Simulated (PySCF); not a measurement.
NS (SMILES [N]=S), doublet, at a GFN2-xTB geometry; HF/3-21G (PySCF).

Input for PySCF:
```python
from pyscf import gto, scf

mol = gto.Mole()
mol.atom = '''
    N    -0.000000   -0.000000   -1.018028
    S     0.000000    0.000000    0.445387
'''
mol.basis = '3-21g'
mol.charge = 0
mol.spin = 1
mol.verbose = 4
mol.build()

mf = scf.UHF(mol)
mf.kernel()
```

It wrote (shortened):

```
PySCF version 2.14.0

[INPUT] verbose = 4
[INPUT] num. atoms = 2
[INPUT] num. electrons = 23
[INPUT] charge = 0
[INPUT] spin (= nelec alpha-beta = 2S) = 1
[INPUT] symmetry False subgroup None
[INPUT] Mole.unit = angstrom
[INPUT] Symbol           X                Y                Z      unit          X                Y                Z       unit  Magmom
[INPUT]  1 N      0.000000000000   0.000000000000  -1.018028000000 AA    0.000000000000   0.000000000000  -1.923794107139 Bohr   0.0
[INPUT]  2 S      0.000000000000   0.000000000000   0.445387000000 AA    0.000000000000   0.000000000000   0.841659449442 Bohr   0.0

nuclear repulsion = 40.4996857508226
number of shells = 12
number of NR pGTOs = 42
number of NR cGTOs = 22
basis = 3-21g
ecp = {}

******** <class 'pyscf.scf.uhf.UHF'> ********
method = UHF
initial guess = minao
damping factor = 0
level_shift factor = 0
DIIS = <class 'pyscf.scf.diis.CDIIS'>
diis_start_cycle = 1
diis_space = 8
diis_damp = 0
SCF conv_tol = 1e-09
SCF conv_tol_grad = None
SCF max_cycles = 50
direct_scf = True
direct_scf_tol = 1e-13
number electrons alpha = 12  beta = 11
Set gradient conv threshold to 3.16228e-05
init E= -449.462915458661

cycle= 1 E= -449.576112674389  delta_E= -0.113  |g|= 0.166  |ddm|=  1.4
cycle= 2 E= -449.595642786591  delta_E= -0.0195  |g|= 0.0487  |ddm|= 0.292
cycle= 3 E= -449.598308984376  delta_E= -0.00267  |g|= 0.0288  |ddm|= 0.09
cycle= 4 E= -449.599405452484  delta_E= -0.0011  |g|= 0.0159  |ddm|= 0.0635
cycle= 5 E= -449.599955135401  delta_E= -0.00055  |g|= 0.0116  |ddm|= 0.0293
cycle= 6 E= -449.60047812074  delta_E= -0.000523  |g|= 0.00929  |ddm|= 0.0328
cycle= 7 E= -449.60098598737  delta_E= -0.000508  |g|= 0.00934  |ddm|= 0.03
cycle= 8 E= -449.600611068091  delta_E= 0.000375  |g|= 0.00907  |ddm|= 0.022
cycle= 9 E= -449.598758389236  delta_E= 0.00185  |g|= 0.00899  |ddm|= 0.137
cycle= 10 E= -449.59805971473  delta_E= 0.000699  |g|= 0.00672  |ddm|= 0.0842
cycle= 11 E= -449.592279956682  delta_E= 0.00578  |g|= 0.0318  |ddm|= 0.321
cycle= 12 E= -449.600316262079  delta_E= -0.00804  |g|= 0.00998  |ddm|= 0.508
cycle= 13 E= -449.601935694002  delta_E= -0.00162  |g|= 0.0197  |ddm|= 0.105
cycle= 14 E= -449.599190651037  delta_E= 0.00275  |g|= 0.0194  |ddm|= 0.171
cycle= 15 E= -449.59766303592  delta_E= 0.00153  |g|= 0.0201  |ddm|= 0.16
cycle= 16 E= -449.598357531193  delta_E= -0.000694  |g|= 0.0117  |ddm|= 0.0602
cycle= 17 E= -449.597825059562  delta_E= 0.000532  |g|= 0.0168  |ddm|= 0.0513
cycle= 18 E= -449.597921953313  delta_E= -9.69e-05  |g|= 0.0164  |ddm|= 0.0104
cycle= 19 E= -449.598005600201  delta_E= -8.36e-05  |g|= 0.0154  |ddm|= 0.00757
cycle= 20 E= -449.597704929375  delta_E= 0.000301  |g|= 0.0202  |ddm|= 0.0225
cycle= 21 E= -449.597470038154  delta_E= 0.000235  |g|= 0.0228  |ddm|= 0.0195
cycle= 22 E= -449.597617917865  delta_E= -0.000148  |g|= 0.0103  |ddm|= 0.0309
cycle= 23 E= -449.598513709347  delta_E= -0.000896  |g|= 0.00846  |ddm|= 0.102
cycle= 24 E= -449.598572907964  delta_E= -5.92e-05  |g|= 0.00866  |ddm|= 0.00693
cycle= 25 E= -449.600720204349  delta_E= -0.00215  |g|= 0.0175  |ddm|= 0.182
cycle= 26 E= -449.598122852172  delta_E= 0.0026  |g|= 0.013  |ddm|= 0.223
cycle= 27 E= -449.598246866767  delta_E= -0.000124  |g|= 0.0131  |ddm|= 0.0141
cycle= 28 E= -449.598044565587  delta_E= 0.000202  |g|= 0.0131  |ddm|= 0.0242
cycle= 29 E= -449.597606083918  delta_E= 0.000438  |g|= 0.0143  |ddm|= 0.0504
cycle= 30 E= -449.598407755141  delta_E= -0.000802  |g|= 0.0133  |ddm|= 0.0937
cycle= 31 E= -449.598238281829  delta_E= 0.000169  |g|= 0.0123  |ddm|= 0.0219
cycle= 32 E= -449.598081148944  delta_E= 0.000157  |g|= 0.0122  |ddm|= 0.0188
cycle= 33 E= -449.598205938864  delta_E= -0.000125  |g|= 0.0122  |ddm|= 0.0154
cycle= 34 E= -449.598195458468  delta_E= 1.05e-05  |g|= 0.00854  |ddm|= 0.0136
cycle= 35 E= -449.598242163355  delta_E= -4.67e-05  |g|= 0.00854  |ddm|= 0.00629
cycle= 36 E= -449.598453188148  delta_E= -0.000211  |g|= 0.00885  |ddm|= 0.0244
cycle= 37 E= -449.598928989471  delta_E= -0.000476  |g|= 0.0106  |ddm|= 0.0531
cycle= 38 E= -449.591515542096  delta_E= 0.00741  |g|= 0.0333  |ddm|= 0.427
cycle= 39 E= -449.597649172859  delta_E= -0.00613  |g|= 0.00752  |ddm|= 0.281
cycle= 40 E= -449.598083320465  delta_E= -0.000434  |g|= 0.00713  |ddm|= 0.0514
cycle= 41 E= -449.597536797321  delta_E= 0.000547  |g|= 0.00785  |ddm|= 0.0638
cycle= 42 E= -449.596182742042  delta_E= 0.00135  |g|= 0.0132  |ddm|= 0.11
cycle= 43 E= -449.598821468875  delta_E= -0.00264  |g|= 0.00896  |ddm|= 0.258
cycle= 44 E= -449.598828311466  delta_E= -6.84e-06  |g|= 0.009  |ddm|= 0.000828
cycle= 45 E= -449.5987059664  delta_E= 0.000122  |g|= 0.00865  |ddm|= 0.0131
cycle= 46 E= -449.598233843915  delta_E= 0.000472  |g|= 0.00749  |ddm|= 0.0546
cycle= 47 E= -449.597370568455  delta_E= 0.000863  |g|= 0.00893  |ddm|= 0.0989
cycle= 48 E= -449.597886719712  delta_E= -0.000516  |g|= 0.00784  |ddm|= 0.0575
cycle= 49 E= -449.597857247061  delta_E= 2.95e-05  |g|= 0.00776  |ddm|= 0.00381
cycle= 50 E= -449.598046466429  delta_E= -0.000189  |g|= 0.00792  |ddm|= 0.0233
SCF not converged.
SCF energy = -449.598046466429 after 50 cycles  <S^2> = 0.81167523  2S+1 = 2.0607525
```

The run did not converge; its last values are not results.
